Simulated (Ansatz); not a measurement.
C6H5 (SMILES [c]1ccccc1), doublet, at a GFN2-xTB geometry. Base run: Ansatz (an electronic-structure program) with R2SCAN/6-31G.

Geometry (Å):
```xyz
11

C      0.0066     1.3939     0.0021
C      1.2129     0.7589     0.0099
C      1.2005    -0.6351     0.0078
C     -0.0062    -1.3127    -0.0019
C     -1.2064    -0.6238    -0.0097
C     -1.2056     0.7703    -0.0077
H      2.1477     1.2989     0.0175
H      2.1355    -1.1772     0.0139
H     -0.0113    -2.3935    -0.0036
H     -2.1465    -1.1570    -0.0173
H     -2.1354     1.3192    -0.0136
```
Charge 0, spin multiplicity 2.
Orbitals are unrestricted.
All else is at Ansatz's defaults.

The base run was repeated with changes; each row names its change, and settings that it needs were set with it.

| change | basis functions | E (Eh) | core-seconds (rough) |
|---|---|---|---|
| base | 64 | -231.36921 | 4 |
| basis = pcseg-0 | 64 | (withheld) | 4 |
| basis = 3-21G | 64 | -230.15343 | 4 |
| basis = 6-31G** | 115 | -231.42867 | 9 |
| basis = 6-31+G* | 124 | -231.42602 | 10 |
| basis = def2-SVPD | 160 | -231.26191 | 10 |
| basis = 6-311++G** | 167 | -231.48177 | 20 |
| basis = aug-cc-pVDZ | 183 | -231.45102 | 20 |
| basis = aug-pcseg-1 | 183 | (withheld) | 20 |
| basis = cc-pVTZ | 250 | (withheld) | 20 |
| basis = pc-2 | 250 | -231.51152 | 20 |
| basis = pcseg-2 | 250 | (withheld) | 20 |
| basis = def2-TZVPP | 256 | -231.51062 | 20 |

Question: Complete the blanks.

Answer: 
- basis = pcseg-0, E (Eh): -230.82261
- basis = aug-pcseg-1, E (Eh): -231.37832
- basis = cc-pVTZ, E (Eh): -231.50559
- basis = pcseg-2, E (Eh): -231.50598

Totals compare only among sets that treat the same electrons; sets with core potentials leave the core out.
